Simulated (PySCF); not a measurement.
Compound: C6H16O2Si.
Numbering: `[CH3:1][CH:2]([CH3:3])[O:4][C:5]([CH3:6])([CH3:7])[O:8][SiH3:9]` (hydrogens: H10, H11, H12 on C1; H13 on C2; H14, H15, H16 on C3; H17, H18, H19 on C6; H20, H21, H22 on C7; H23, H24, H25 on Si9)

Theory: PBE0-D3(BJ)/def2-SVP geometry optimisation, gas phase (PySCF).

Question: What internal coordinates does the optimisation give?

Answer: 
```csv
bond,length (Å)
"C1–C2, C2–C3",1.519
C2–O4,1.423
O4–C5,1.399
"C5–C6, C5–C7",1.521
C5–O8,1.416
O8–Si9,1.671
C1–H10 and 5 like bonds,1.100
C2–H13,1.104
C6–H17 and 5 like bonds,1.099
"Si9–H23, Si9–H24, Si9–H25",1.493
```

Bonds in one row agree within 0.01 Å and their mean is given. A selection of angles:
```csv
angle,degrees
C1–C2–C3,112.1
C1–C2–O4,109.7
C3–C2–O4,107.6
C2–O4–C5,118.4
O4–C5–C6,113.2
O4–C5–C7,105.0
O4–C5–O8,110.1
C6–C5–C7,111.5
C6–C5–O8,105.9
C7–C5–O8,111.3
C5–O8–Si9,127.3
```

Torsions: C1–C2–O4–C5 -108° (anticlinal); C2–O4–C5–C6 59° (synclinal); O4–C5–O8–Si9 -72° (synclinal). The mirror-image conformer, all signs reversed, is as good.

Si9 (oxygen-bound silicon) is distorted tetrahedral (angles from 105.6° to 112.3°). Of the pairs four or more bonds apart, Si9···H22 is among the closest relative to their van der Waals radii: 2.86 Å, 87 % of the sum of Bondi's values. The C–O distances run from 1.399 Å (O4–C5, drawn single) to 1.423 Å (C2–O4, drawn single), a spread of 0.024 Å.

Point group: C1 (no symmetry element, even within 0.4 Å). Not checked by PBE0-D3(BJ)/def2-SVP frequencies. The numbers are those of one conformer.
